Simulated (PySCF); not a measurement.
TDDFT excited states: C7H3N

C7H3N.
SMILES: `C=C=C=CC#CC#N`

Level of theory: PySCF 2.14.0, density-fitted response routines, TDDFT PBE0/def2-SVPD, vertical, gas phase, core orbitals frozen in the response. Isolated species at its GFN2-xTB geometry, gas phase.

**Question.** List the vertical singlet excitations with oscillator strengths and describe the spectrum.

**Answer.** 

```csv
state,E (eV),ν̃ (cm⁻¹),f,|μ| (D),symmetry,"main configurations (H = HOMO, L = LUMO)"
S1,3.72,29980,0.0000,0.04,–,"H-1→L (88%), H-2→L (10%)"
S2,4.11,33160,0.648,6.45,A′,H→L (88%)
S3,4.12,33220,0.0023,0.38,A′,"H-2→L (84%), H-1→L (10%)"
S4,4.49,36220,0.0000,0.03,–,H→L+1 (94%)
S5,5.48,44210,0.191,3.03,A′,"H-3→L (76%), H-2→L+1 (14%)"
S6,5.84,47090,0.106,2.19,A′,"H→L+2 (61%), H-2→L+1 (24%)"
```

Triplets, Tamm–Dancoff:

```json
{"state": "T1", "E (eV)": "2.06", "λ (nm)": "602.7", "main configurations (H = HOMO, L = LUMO)": "H→L (95%)"}
{"state": "T2", "E (eV)": "3.40", "λ (nm)": "365.2", "main configurations (H = HOMO, L = LUMO)": "H-1→L (86%), H-2→L (12%)"}
```

The lowest singlet lies at 3.72 eV (334 nm, ultraviolet) and is dark (f under 0.0005); its leading configuration is HOMO-1→LUMO (88%). The most intense listed level is S2 at 4.11 eV (302 nm, f = 0.648), 0.39 eV above S1. S2/S3 lie within about 0.01 eV of each other. Löwdin shares by element: HOMO carbon 61% or more (atoms not listed hold the other 39%); LUMO carbon 64% or more (atoms not listed hold the other 36%). The oscillator strengths of these states sum to 0.948; summed over the whole spectrum of an exact calculation they would give the number of electrons, 52 (Thomas–Reiche–Kuhn). Weighted by f, the mean energy of these states is 4.58 eV. Of the 6 states listed, 3 reach f = 0.01 and 2 stay under 0.0005. Symmetry labels in Cs follow from the direction of the transition dipole and are given only for states with f of 0.002 or more. Singlets were solved by full linear response, triplets in the Tamm–Dancoff approximation.

Time: 18 s wall; peak memory 0.77 GiB. Hardware: one thread, Intel Xeon Platinum 8488C (x86_64), shared host with 48 logical CPUs at a one-minute load of 5.3.
